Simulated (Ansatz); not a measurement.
Start from `CCC1=C[SiH2]1` and change one atom or group to get `SC1=C[SiH2]1`.

Ansatz, PBE0-D4/def2-TZVP geometries, multiplicity 1. Each molecule was computed in one conformer, which needn't be the lowest.

```
                                      property  `CCC1=C[SiH2]1`
           LUMO energy (B3LYP/def2-TZVPP) / eV            -0.07
size of the dipole moment (PBE/def2-TZVPP) / D             1.13
          HOMO–LUMO gap (PBE0/def2-TZVPP) / eV             7.33
            LUMO energy (PBE0/def2-TZVPP) / eV             0.14
         LUMO energy (ωB97M-V/def2-TZVPP) / eV             1.89
           HOMO energy (B3LYP/def2-TZVPP) / eV            -6.98
```

Task: What does the change do to each property? (Estimate.)

Result: Computed: 
```csv
property,`SC1=C[SiH2]1`,shift
LUMO energy (B3LYP/def2-TZVPP) / eV,-0.60,-0.53
size of the dipole moment (PBE/def2-TZVPP) / D,0.59,-0.54
HOMO–LUMO gap (PBE0/def2-TZVPP) / eV,6.51,-0.82
LUMO energy (PBE0/def2-TZVPP) / eV,-0.38,-0.52
LUMO energy (ωB97M-V/def2-TZVPP) / eV,1.39,-0.50
HOMO energy (B3LYP/def2-TZVPP) / eV,-6.65,0.33
```

With PBE0 the HOMO rises by 0.30 eV and the LUMO falls by 0.52 eV, so the gap narrows by about 0.82 eV. PBE moves the HOMO by 0.21 eV and ωB97M-V by 0.39 eV. Dipoles are sizes alone; their direction can turn.

B3LYP here is the variant with VWN-RPA as its local correlation; programs differ in this.
